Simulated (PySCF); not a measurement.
SMILES C#CCCCl at its CAM-B3LYP/def2-SVP optimised geometry (Å):

```
10

C      1.9736    -0.6890    -0.0003
C      0.7681    -0.7150     0.0000
C     -0.6940    -0.7150     0.0000
C     -1.2588     0.7014     0.0000
Cl    -3.0475     0.6695    -0.0029
H      3.0475    -0.6739    -0.0006
H     -1.0697    -1.2556    -0.8829
H     -1.0697    -1.2557     0.8828
H     -0.9353     1.2557    -0.8896
H     -0.9381     1.2547     0.8913
```

Level of theory: CAM-B3LYP/def2-TZVP in PySCF.

Map of the electron localisation function on the plane z = 0.8 Å:

```
|000000000000000000000000000|
|000000000000000000000000000|
|000000000000000000000000000|
|000000000000000000000000000|
|000000000000000000000000000|
|000000000000000000000000000|
|000000000000000000000000000|
|000012200014200000000000000|
|000246520179840000000000000|
|001378740399970000000000000|
|001588861599960001100000000|
|001589873599810034210000000|
|001589973365200466432100000|
|001478861133213677655630000|
|000367730146435787668871000|
|000145300799745788678871000|
|000011002999824677656740000|
|000000004999711566532200000|
|000000002898300244310000000|
|000000000243000022100000000|
|000000000000000000000000000|
|000000000000000000000000000|
|000000000000000000000000000|
|000000000000000000000000000|
|000000000000000000000000000|
|000000000000000000000000000|
|000000000000000000000000000|
```
Scale: ten equal steps from 0.000 (start of '0') to 1.000 (end of '9'), in the order '0123456789'; x runs from -5.50 to 5.50, y from -5.50 (bottom) to 5.50 (top).
